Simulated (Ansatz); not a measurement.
Abridged output of a molecular run in Ansatz:

```
Functional definition: HF
1095 factors; integrals over basis functions are off by at most 1.4e-3 eV
mean field evaluation 1: about -79217.6565 eV, gradient 2.4e1 eV
mean field evaluation 2: about -79217.7131 eV, gradient 2.4e1 eV
mean field evaluation 4: about -79219.5742 eV, gradient 2.7e0 eV
mean field evaluation 8: about -79219.6015 eV, gradient 1.4e-4 eV
mean field -79219.60152917 eV, -2911.2666592226 hartree, gradient 2.5e-6 eV, S^2 0.000000; 0 other end points of the search recorded, 0 dependent functions left out
20 core orbitals not correlated: weight in the atoms' cores, before any rotation towards them, 1.000 or more for the frozen orbitals, at most 0.000 for the correlated occupied ones
reference -79219.60152917 eV, -2911.2666592226 hartree; 18, 18 occupied and 74, 74 virtual orbitals, 1095 factors
second order -17.37090437 eV of doubles, -0.00000000 eV of singles
cycle   1  -18.10792748 eV  change   -7.4e-1 eV  update   9.6e-2
cycle   2  -18.67791643 eV  change   -5.7e-1 eV  update   2.9e-2
cycle   3  -18.74265346 eV  change   -6.5e-2 eV  update   1.2e-2
cycle   4  -18.74184557 eV  change    8.1e-4 eV  update   2.9e-3
cycle   5  -18.74154817 eV  change    3.0e-4 eV  update   1.0e-3
cycle   6  -18.74106932 eV  change    4.8e-4 eV  update   4.0e-4
cycle   7  -18.74106454 eV  change    4.8e-6 eV  update   1.5e-4
cycle   8  -18.74108063 eV  change   -1.6e-5 eV  update   5.9e-5
cycle   9  -18.74107616 eV  change    4.5e-6 eV  update   2.5e-5
perturbative correction -0.55915004 eV, -0.0205483848 hartree
Total energy: -79238.90175537 eV, -2911.9759294531 hartree
```

Its atoms:

Cartesian coordinates in Å:
```
C 0.838 -0.457 -0.953
Ge -1.006 -0.305 -0.354
S -1.219 1.457 1.016
S 0.058 0.878 2.525
H 0.949 -1.326 -1.604
H 1.130 0.439 -1.502
H 1.493 -0.581 -0.091
H -1.455 -1.559 0.413
H -1.972 -0.003 -1.516
H 1.184 1.457 2.066
```

Task: Which basis set was used?
A. def2-TZVPP
B. def2-SVP
C. def2-SVPD
D. def2-QZVPP

Result: B. It gives 112 functions.

Task: Write the keys of the input that set method, charge and spin (a neutral closed shell needs none for the last two).

Result: 
```yaml
correlation: {method: ccsd_t}
```
